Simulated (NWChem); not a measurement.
**Lowest excitation of ClFSi**

```
Si
F 1 1.6331
Cl 1 2.1052 2 100.81
```
Charge 0, spin multiplicity 1.

The numbers come from NWChem runs, not from measurements. All single points use one geometry, from B3LYP/def2-SVP, a minimum by its harmonic frequencies.

Basis set: aug-cc-pVDZ.

```json
[
 {"method": "TD-PBE", "lowest vertical singlet excitation energy (eV)": "4.26", "relative cost": "under 3", "difference from EOM-CCSD": "-0.39"},
 {"method": "CIS", "lowest vertical singlet excitation energy (eV)": "4.96", "relative cost": "under 3", "difference from EOM-CCSD": "+0.31"},
 {"method": "TD-LDA (SVWN5)", "lowest vertical singlet excitation energy (eV)": "4.25", "relative cost": "under 3", "difference from EOM-CCSD": "-0.40"},
 {"method": "TD-B3LYP", "lowest vertical singlet excitation energy (eV)": "4.42", "relative cost": "under 3", "difference from EOM-CCSD": "-0.23"},
 {"method": "EOM-CCSD", "lowest vertical singlet excitation energy (eV)": "4.65", "relative cost": "1", "difference from EOM-CCSD": "0.00"}
]
```

The values span 0.71 eV, from TD-LDA (SVWN5) (lowest) to CIS (highest). Costs are rough ratios of processor time within this set of runs, SCF included, with EOM-CCSD as 1.

The correlated methods keep 11 core orbitals frozen. B3LYP has NWChem's definition, with VWN1-RPA local correlation. The structure started from a generated list of species. Differences from the coupled-cluster row are differences between methods, not errors against experiment.
